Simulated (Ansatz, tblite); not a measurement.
Cost and result up the ladder for diborane 1,2-di Cl (B₂H₄Cl₂) (8 atoms). Charge 0, multiplicity 1. Geometry: PBE0-D4/def2-SVP.

```xyz
8

B    -0.523    0.168   -0.702
Cl   -2.176    0.755   -0.463
H    -0.090   -0.010   -1.808
H    -0.330   -0.938    0.022
B     0.523   -0.168    0.702
Cl    2.176   -0.755    0.463
H     0.090    0.010    1.808
H     0.330    0.937   -0.022
```

Ansatz on 4 threads of Intel Xeon on a shared host; xTB runs through tblite on one thread. Times are rough, summed over both states, and most runs start from the orbitals of an earlier one. PBE0-D4/def2-TZVP serves as the yardstick here, not as an exact answer. The other state is a doublet.

The xTB rows come from tblite.

Raw xTB energies of ions are shifted by several eV.

```json
{"level": "PBE0-D4/def2-TZVP", "functions": "160", "vertical IE (eV)": "11.01", "difference from PBE0-D4/def2-TZVP (eV)": "0.00"}
{"level": "GFN1-xTB", "functions": "34", "vertical IE (eV)": "14.92", "difference from PBE0-D4/def2-TZVP (eV)": "3.91"}
{"level": "GFN2-xTB", "functions": "30", "vertical IE (eV)": "13.91", "difference from PBE0-D4/def2-TZVP (eV)": "2.90"}
{"level": "PBE-D4/def2-TZVP (with forces)", "functions": "160", "vertical IE (eV)": "10.46", "difference from PBE0-D4/def2-TZVP (eV)": "-0.55"}
{"level": "r2SCAN-D4/def2-TZVP", "functions": "160", "vertical IE (eV)": "10.70", "difference from PBE0-D4/def2-TZVP (eV)": "-0.32"}
```

**Question.** Estimate how long each takes.

**Answer.** GFN2-xTB 0.021 s; GFN1-xTB 0.025 s; PBE-D4/def2-TZVP (with forces) 9.1 s; PBE0-D4/def2-TZVP 20 s; r2SCAN-D4/def2-TZVP 20 s. On shared hardware such times vary by a factor of up to 3.
